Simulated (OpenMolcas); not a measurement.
**Ar2+: the spin-orbit constant, Slater's ratio, worked from levels**

```json
{
  "Program": "OpenMolcas",
  "Basis": "ANO-RCC-VTZP [5s4p2d1f]",
  "Scalar Hamiltonian": "DKH2, point nucleus",
  "Active space": "6 electrons in 4 orbitals (3s 3p)",
  "State averaging": "2S+1 = 3 even, 3 roots; 2S+1 = 1 even, 6 roots; 2S+1 = 3 odd, 3 roots; 2S+1 = 1 odd, 3 roots",
  "Spin-orbit coupling": "state interaction with AMFI integrals over the reference wave functions, term energies averaged over their components"
}
```

Methods: CASSCF; SS-CASPT2, IPEA 0.25 Eh, imaginary shift 0.1 Eh (closed shells correlated: 2s 2p). Measured levels: Saloman, J. Phys. Chem. Ref. Data 39, 033101 (2010).

**The spin-orbit constant.** For the Hund term 3P of p4, E(J) = (A/2) J(J+1) + constant and ζ = -2S·A = -2A. From J = 0 to J = 2 the energy changes by 3 A.

```tsv
Source	E(2) - E(0)	A	ζ
CASSCF	-1463.4	-487.8	976
SS-CASPT2	-1472.2	-490.7	981
measured	-1570.2	-523.4	1047
```

All in cm-1. SS-CASPT2 is off by -6.2 % and CASSCF by -6.8 %. Both methods take the spin-orbit matrix elements from the reference wave functions, so the second can move ζ only through the term energies and any multistate remixing. Second-order mixing with other terms is absorbed into this ζ.

**Slater's ratio.** With one set of orbitals, p4 has 1D - 3P = 6 F2 and 1S - 1D = 9 F2 (F2 = F²/25), a ratio of 3/2. Term energies are centres of gravity, weighted by 2J + 1.

| Source | 1D - 3P | 1S - 3P | F2 from the first | Ratio |
| --- | --- | --- | --- | --- |
| CASSCF | 16501 | 31195 | 2750 | 0.890 |
| SS-CASPT2 | 14051 | 33118 | 2342 | 1.357 |
| measured | 13465 | 32721 | 2244 | 1.430 |

Energies in cm-1. A ratio away from 3/2 shows effects beyond one configuration with one set of orbitals, and in heavier atoms second-order spin-orbit shifts. In CASSCF the valence s occupation is 1.94 in 1S against 2.00 in 1D: mixing out of s² acts most on 1S and pulls it down.

CASPT2 breaks the degeneracy within a term, and the mean is taken; among the terms shown or strongly mixed into the levels shown the widest spread is 170 cm-1 (3s2 3p4 1D, SS-CASPT2). Over all roots computed the reference weight is 0.88 to 0.96 in SS-CASPT2; the roots of lowest weight are the least certain, and an intruder state may touch them. Measured partners are found by configuration, term and J. A level has none where our copy of the source lacks it or the pairing is in doubt (some pairs that miss far off the trend of their configuration count as doubtful), and it then counts in no deviation. Levels of configurations outside the active space are missing.
